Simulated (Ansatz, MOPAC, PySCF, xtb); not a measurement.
Pair of molecules: HCl (SMILES Cl) (first 2 atoms) with H2 (SMILES [H][H]); geometry from B3LYP-D3(BJ)/def2-TZVP, rigid monomers moved along the line of their centres of mass till H2···H4 is 2.65 Å.
(charge 0, multiplicity 1):
```xyz
4

Cl    -0.11796    -0.58843    -0.72129
H     -0.07379    -0.40224     0.54699
H     -0.34083     0.07724     3.14377
H      0.37767    -0.11969     3.14681
```

| level | interaction energy (kJ/mol) | minus CCSD(T)/CBS(aug-cc-pV(T+d)Z, aug-cc-pV(Q+d)Z) | cost |
|---|---|---|---|
| GFN-FF | -0.3 | 1.8 | - |
| PM3 | -3.4 | -1.2 | - |
| PM6 | -0.8 | 1.3 | - |
| HF/3-21G (no counterpoise) | -0.6 | 1.5 | - |
| HF/aug-cc-pV(T+d)Z | -0.6 | 1.5 | - |
| PBE-D3(BJ)/def2-TZVPPD | -3.0 | -0.9 | ×1 |
| PBE-D4/def2-TZVPPD | -2.8 | -0.7 | ×1 |
| B3LYP/3-21G (no counterpoise) | -1.4 | 0.7 | - |
| B3LYP/6-311+G** (no counterpoise) | -0.8 | 1.3 | - |
| B3LYP/def2-TZVPPD | -0.8 | 1.3 | ×1 |
| M06-2X/6-31G* (no counterpoise) | -1.5 | 0.7 | - |
| MP2/aug-cc-pV(Q+d)Z | -2.1 | 0.0 | - |
| CCSD(T)/aug-cc-pV(D+d)Z | -1.7 | 0.4 | ×2 |
| CCSD(T)/CBS(aug-cc-pV(T+d)Z, aug-cc-pV(Q+d)Z) | -2.1 | 0.0 | ×100* |

 The comparison column counts from a level with limits of its own.

The rows run from -3.4 (PM3) to -0.3 kJ/mol (GFN-FF).

Monomers are frozen at their geometry in the pair; levels with a basis set take the counterpoise correction. Rows marked so take none.

Cores are frozen in the correlated methods. CBS: X⁻³ extrapolation of the correlation energy, Hartree–Fock from the larger set. Rows in 3-21G, 6-311+G**, 6-31G* carry no dispersion term and start afresh at each structure (6-31G* with six Cartesian d functions). The state that PM3, PM6 reach isn't checked.

Run with Ansatz (Gaussian orbitals); MOPAC for PM3, PM6 (differences of heats of formation); PySCF for 3-21G rows, 6-311+G** rows, 6-31G* rows, the dispersion terms; xtb for the GFN methods. Values without a source in brackets are computed.

Costs are rough ratios of core time to PBE/def2-TZVPPD (about 1.2 s over the structures, on one shared machine); a dash marks a level with no comparable run of its own. A star marks coupled-cluster runs past 200 virtual orbitals, where the program's memory plan changes under this machine's limit, so their costs aren't comparable with smaller runs.

Ansatz is a program for electronic structure.
